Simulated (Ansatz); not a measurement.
Reactions of CH$_{3}$BN$_{2}$, SMILES `BN=C=N`.

Computed with Ansatz on PBE0-D4/def2-TZVP structures; ΔE is electronic, products minus reactants. CBS: MP2 limit from def2 TZ/QZ plus the TZ coupled-cluster correction, frozen cores. This one scheme is used for every species. Elements past krypton have def2 core potentials. For Ga, Sn outer-core shells are correlated without core-valence functions, which leaves a few kJ/mol of doubt a bond. Scalar relativity is left out up to krypton. One conformer a species, not always the lowest.

(1) Order these by ΔE at CCSD(T)/CBS, lowest first. (Best estimate.)
A. `BN=C=N` + `C#C[SiH2][GaH2]` → `BC#C` + `N=C=N[SiH2][GaH2]`
B. `BN=C=N` + `OBF` → `BOBF` + `N=C=N`
C. `BN=C=N` + `F[CH2][SnH3]` → `[BH2][SnH2][CH2]F` + `N=C=N`
D. `BN=C=N` + `CS[SiH2]O` → `BO[SiH2]SC` + `N=C=N`

Largest T1 diagnostic: 0.017, for `N=C=N`.

Answers

(1) D (-19.6 kJ/mol), B (+0.4 kJ/mol), A (+27.5 kJ/mol), C (+122.8 kJ/mol).
